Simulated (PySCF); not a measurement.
**Orbital energies and ionisation energy**

Species: C₅H₈OSi.
Structure used (PBE0-D3(BJ)/def2-SVP), in Å, numbered top down from 1:
```xyz
15
C5H8OSi angstrom
C     -3.725   -0.388    0.746
C     -2.304   -0.370    0.446
C     -1.113   -0.349    0.202
C      0.276   -0.356   -0.088
C      1.029    0.762   -0.118
O      2.341    0.820   -0.382
Si     3.384   -0.463   -0.707
H     -4.331   -0.173   -0.149
H     -3.980    0.364    1.510
H     -4.036   -1.372    1.131
H      0.740   -1.329   -0.297
H      0.593    1.746    0.083
H      3.390   -1.421    0.438
H      4.718    0.164   -0.886
H      2.957   -1.173   -1.949
```

Level: wB97X-D/def2-SVPD (PySCF). Frontier orbitals with their largest atomic shares (Löwdin; up to four atoms above 4 %):

```csv
orbital,ε (eV),main atoms
HOMO−3,-11.38,"O6 37 %, Si7 20 %, H14 11 %, C5 7 %"
HOMO−2,-10.75,"C3 26 %, C4 20 %, C2 16 %, O6 15 %"
HOMO−1,-9.25,"C3 38 %, C2 37 %, C1 8 %, C4 7 %"
HOMO,-7.93,?
LUMO,1.41,"C5 29 %, C4 20 %, C2 12 %, C3 12 %"
LUMO+1,1.81,"Si7 41 %, H15 13 %, H13 13 %, O6 12 %"
LUMO+2,2.08,"Si7 48 %, H14 10 %, H15 8 %, H13 8 %"
```

**Question.** What vertical ionisation energy does ΔSCF give, and how far is −ε(HOMO) from it?

**Answer.** ΔSCF: 8.08 eV (779 kJ/mol; threshold wavelength 154 nm); ⟨S²⟩ of the doublet left behind is 0.767, against 0.75 for a pure doublet. −ε(HOMO) is 7.93 eV, 0.15 eV below it. For the exact functional −ε(HOMO) would equal the first vertical ionisation energy; wB97X-D (range-separated hybrid) comes within 0.15 eV of that here. Holes in the HOMO−1 and HOMO−2 were tried too where these lie within 1.2 eV of the HOMO; the lowest converged state counts.

**Question.** On which atoms does the HOMO lie?

**Answer.** C2 (alkyne carbon) 23 %, C4 (alkene CH carbon) 19 %, C3 (alkyne carbon) 18 %, C5 (vinylic carbon bearing oxygen) 16 %, so no atom holds as much as 40 %. The HOMO−1 lies 1.32 eV lower.

**Question.** How many of the 10 lowest singlet excitations (vertical TDDFT, same level) lie below the ionisation energy?

**Answer.** All 10; they run from 5.41 to 7.46 eV.

**Question.** What kinetic energy would electrons from this vertical process carry with Lyman-α light (10.199 eV)?

**Answer.** 10.20 − 8.08 = 2.12 eV.

**Question.** What total energies stand behind the ΔSCF value?

**Answer.** E(N) = -559.62687 Eh and E(N − 1) = -559.33005 Eh at the same geometry, 0.29682 Eh apart.

Geometry: PBE0-D3(BJ)/def2-SVP, one conformer, isolated molecule.

wB97X-D is run here without its empirical dispersion term; that term would change no orbital, density or response property at a fixed geometry.
